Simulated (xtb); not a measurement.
Mo(S)2(Br)(OH) (BrHMoOS₂), SMILES [S]=[Mo](=[S])([Br])[OH], multiplicity 1. All values are semi-empirical tight-binding results from xtb (GFN2-xTB unless named), good for trends rather than for accurate numbers. Coordinates come from a GFN2-xTB optimisation. The multiplicity is an assumed one; other spin states were not compared. Other conformers were not sampled.

Optimised geometry:

```xyz
6

Mo     0.4494    -0.2574     0.0000
S      1.1890     0.8004    -1.7190
S      1.1890     0.8004     1.7190
Br    -1.8922     0.0974     0.0000
O      0.9866    -1.9274     0.0000
H      1.4090    -2.7925     0.0000
```
Charge 0, spin multiplicity 1.

For metal compounds this method's bond lengths and energies can be far off.

Computed properties:
```yaml
point_group_as_xtb_finds_it: Cs
orbital_gap: 2.07 eV
zero_point_energy: 10.2 kcal/mol
G − E(el) at 298.15 K (modified RRHO): -11.7 kcal/mol
```

Computed atomic charges and the Wiberg bond orders between heavy atoms:
charges (e) Mo1 0.69, S2 -0.27, S3 -0.27, Br4 -0.07, O5 -0.42, H6 0.35. Bond orders Mo1–S2 2.19, Mo1–S3 2.19, Mo1–Br4 1.29, Mo1–O5 1.33.
